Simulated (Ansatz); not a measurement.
C4H6, charge -1, doublet, geometry from GFN2-xTB (a state made from the parent by changing its charge; the spin is typed, not shown lowest) (a gas-phase anion, which may not be bound at this level). Base run: CAM-B3LYP/def2-SVP (Ansatz, an electronic-structure program).

Ansatz was given this input:
Ansatz 0.2 input:
```yaml
crystal:
  periodic: [false, false, false]
  atoms:
    - {symbol: C, position_ang: [1.74964510, 0.22896566, -0.67396051]}
    - {symbol: C, position_ang: [0.66822905, -0.16799174, 0.10203731]}
    - {symbol: C, position_ang: [-0.66822905, 0.16799174, -0.10203731]}
    - {symbol: C, position_ang: [-1.74964510, -0.22896566, 0.67396051]}
    - {symbol: H, position_ang: [1.62345498, 0.86305523, -1.54084171]}
    - {symbol: H, position_ang: [2.76116123, -0.07893570, -0.44407030]}
    - {symbol: H, position_ang: [0.88705675, -0.80805557, 0.95869991]}
    - {symbol: H, position_ang: [-0.88705675, 0.80805557, -0.95869991]}
    - {symbol: H, position_ang: [-2.76116123, 0.07893570, 0.44407030]}
    - {symbol: H, position_ang: [-1.62345498, -0.86305523, 1.54084171]}
basis:
  gaussian:
    orbitals: def2-SVP
hamiltonian:
  xc: cam_b3lyp
total_charge: -1
magnetization: {spin_polarized: true, initial_magnetization: 1}
```

Variants of this job, named by their change:

```json
[
 {"change": "base", "ΔE vs base (mEh)": "0.000"},
 {"change": "point_charge = charge:1.0 position_ang:-5.6428, -0.5215, -1.2249", "ΔE vs base (mEh)": "-99.645"},
 {"change": "final_grid = 10, 20, 41", "ΔE vs base (mEh)": "0.000"},
 {"change": "lower_state_search = off", "ΔE vs base (mEh)": "0.000"},
 {"change": "final_grid = 14, 28, 59", "ΔE vs base (mEh)": "0.000"},
 {"change": "point_charge = charge:-1.0 position_ang:-1.8941, 0.8396, -5.4149", "ΔE vs base (mEh)": "85.407"},
 {"change": "final_grid = 6, 12, 29", "ΔE vs base (mEh)": "0.004"},
 {"change": "forces = on", "ΔE vs base (mEh)": "-0.003"},
 {"change": "lower_state_search = light", "ΔE vs base (mEh)": "0.000"},
 {"change": "lower_state_search = full", "ΔE vs base (mEh)": "0.000"},
 {"change": "final_grid = 4, 8, 17", "ΔE vs base (mEh)": "0.365"}
]
```

A gas-phase anion may not be bound at this level; its values then depend on the basis.
